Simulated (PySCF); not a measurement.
WO(OH): from structure and modes to constants

Method: PySCF, UPBE0, basis W def2-TZVP with ECP60, O def2-TZVP, H def2-TZVP (scalar-relativistic core potentials, no spin–orbit coupling, density fitting).

The quartet minimum has Cs symmetry. Masses (u): W 183.95093, O 15.99492, H 1.00782.

```xyz
4
charge 0 multiplicity 4, angstrom
W    -0.0779    0.0000    0.0299
O     0.4880    0.0000    1.6348
O     0.3425    0.0000   -1.8238
H     1.0626    0.0000   -2.4527
```

Harmonic wavenumbers (cm⁻¹): 142.5 (a', ×1), 451.7 (a'', ×1), 528.3 (a', ×1), 705.3 (a', ×1), 1025.1 (a', ×1), 3951.3 (a', ×1).

(1) Find the principal moments of inertia and the rotational constants. What kind of rotor is it?

(2) What is the harmonic zero-point energy?

(3) Find the vibrational entropy and heat capacity at 298.15 K.

(4) Give the standard entropy (298.15 K, 1 bar) by its translational, rotational, vibrational and spin parts, and Cp.

## Answers

(1) About the centre of mass I = 7.9396, 102.18, 110.12 u Å². With B = 16.8576/I this gives 2.123, 0.165, 0.1531 cm⁻¹. The molecule is an asymmetric top with κ = -0.99.

(2) Half the sum of all 6 wavenumbers, 6804/2 = 3402 cm⁻¹, which is 40.7 kJ/mol (1 cm⁻¹ = 0.0119627 kJ/mol).

(3) With u = 1.43878 ω/T, each mode gives S = R[u/(eᵘ−1) − ln(1−e⁻ᵘ)] and C = R u² eᵘ/(eᵘ−1)².
```json
{"ω (cm⁻¹)": "142.5", "u": "0.688", "S (J/(mol K))": "11.59", "C (J/(mol K))": "7.99"}
{"ω (cm⁻¹)": "451.7", "u": "2.180", "S (J/(mol K))": "3.31", "C (J/(mol K))": "5.68"}
{"ω (cm⁻¹)": "528.3", "u": "2.550", "S (J/(mol K))": "2.47", "C (J/(mol K))": "4.97"}
{"ω (cm⁻¹)": "705.3", "u": "3.404", "S (J/(mol K))": "1.25", "C (J/(mol K))": "3.43"}
{"ω (cm⁻¹)": "1025.1", "u": "4.947", "S (J/(mol K))": "0.35", "C (J/(mol K))": "1.47"}
{"ω (cm⁻¹)": "3951.3", "u": "19.068", "S (J/(mol K))": "0.00", "C (J/(mol K))": "0.00"}
```
The sums over all modes are S = 19.0 and C = 23.5 J/(mol K); the softest mode gives 61 % of the entropy.

(4) Sackur–Tetrode with M = 216.95 u gives 175.9; rotation with symmetry number 1 gives 95.9; vibration 19.0; spin R ln 4 = 11.5. The total is 302.4 J/(mol K), and Cp = 4 R + 23.5 = 56.8 J/(mol K).

Only a few start shapes were tried, so a lower isomer may exist. With open d or f shells other occupations or spin states may lie lower. Spin–orbit coupling, left out here, can matter for elements this heavy.
